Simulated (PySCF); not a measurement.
# Spin-state energies of [FeCl6]4-

The complex [FeCl6]4- (charge -4) contains Fe(II), shell d6. The structure is a PBE0-D3(BJ)/def2-SVP, IEF-PCM water geometry optimised for multiplicity 5; coordination octahedral, point group Oh, metal–donor distances 2.59 Å.

```
7

Fe    0.0000    0.0000    0.0000
Cl    0.0000    0.0000    2.5869
Cl    0.0000    0.0000   -2.5869
Cl    0.0000   -2.5869    0.0000
Cl    0.0000    2.5869    0.0000
Cl    2.5869    0.0000    0.0000
Cl   -2.5869    0.0000    0.0000
```

Method (PySCF 2.14, density fitting): CASSCF(6,5) with orbitals averaged over all microstates of the shell, strongly contracted NEVPT2 on the averaged canonical orbitals; basis x2c-TZVPall on the metal, x2c-SVPall elsewhere; spin-free X2C; IEF-PCM water; spin-orbit coupling by state interaction with the mean-field operator over all roots.

The unrestricted Kohn–Sham energies use the same basis, Hamiltonian, solvent and geometry. All energies are vertical, in cm⁻¹ above the lowest state with 2S+1 = 5; a negative value means that the lower spin is more stable. A dash marks a spin without a sound unrestricted solution.

```tsv
method	2S+1 = 3	2S+1 = 1
BP86	–	13609
TPSSh	–	16314
B3LYP	–	16690
PBE0	–	20887
```

Question: What do CASSCF and NEVPT2 in the d shell give?

Answer: 
```tsv
method	2S+1 = 3	2S+1 = 1
CASSCF	19309	26589
NEVPT2	16579	22245
```

Question: How does exact exchange act on the 2S+1 = 1 state?

Answer: From BP86 (0 % exact exchange) to PBE0 (25 %) it moves by +7278 cm⁻¹ against the high-spin state, so more exact exchange favours high spin, the usual trend.

The functionals differ in more than their exact exchange.

The active space of the d orbitals alone lacks metal–ligand bonding pairs, which usually tilts NEVPT2 towards high spin.

No frequencies were computed for the optimised geometry. The ground state is orbitally degenerate in this regular structure, which would distort (Jahn–Teller).
